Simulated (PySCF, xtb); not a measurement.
Mo(NMe)(S)(F)(SH) (CH4FMoNS2), SMILES [S]=[Mo]([SH])(=[N]C)[F], multiplicity 1. Other conformers were not sampled.

Harmonic wavenumbers (cm⁻¹) from GFN2-xTB run with xtb at its own minimum, in rising order: 38, 86, 94, 109, 130, 160, 255, 291, 308, 326, 446, 528, 548, 645, 1065, 1076, 1351, 1390, 1430, 1436, 2354, 2886, 2919, 2936.

Q: What does PySCF 2.14.0 with PBE-D3(BJ)/def2-SVP give at its own minimum? (The exact figures need the calculation; the answer reports its results.)

A: 88, 93, 106, 126, 150, 182, 263, 326, 333, 405, 543, 610, 656, 678, 1038, 1047, 1309, 1364, 1380, 1386, 2607, 2924, 3013, 3025. Paired by order, the mean absolute difference is 54 cm⁻¹ and the zero-point energies are 32.6 and 33.8 kcal/mol.
